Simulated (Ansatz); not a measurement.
Calculated with Ansatz (gas phase, PBE0-D4/def2-TZVP geometries, no zero-point term in ΔE). CCSD(T)/CBS adds triple-zeta CCSD(T) − MP2 to the extrapolated MP2 energy (def2 sets, frozen cores). This one scheme is used for every species. Functionals use def2-TZVPP. For Se outer-core shells are correlated without core-valence functions, which leaves a few kJ/mol of doubt a bond. Scalar relativity is left out up to krypton. Each species was taken in one conformer, which may not be the lowest.

Consider the ligand exchange at the Si–N bond: `C[SiH2]N[SiH](O)O` + `B[SeH]` → `B[Se][SiH2]C` + `N[SiH](O)O`.

```csv
level,ΔE (kJ/mol)
PBE-D4,-9.6
r2SCAN-D4,-3.2
CCSD/def2-TZVPP,2.7
CCSD/CBS(def2),-1.7
```

What does CCSD(T)/CBS give? (Estimate.)

Ansatz gave: -3.6 kJ/mol. The listed levels differ from it by -6.0, 0.4, 6.3, 1.9 kJ/mol.

Largest T1 diagnostic among the species: 0.013.

In def2-TZVPP, CCSD(T) changes the Hartree–Fock value by −7.1 kJ/mol (the triples alone add −1.9 kJ/mol) and MP2 by −12.2 kJ/mol.
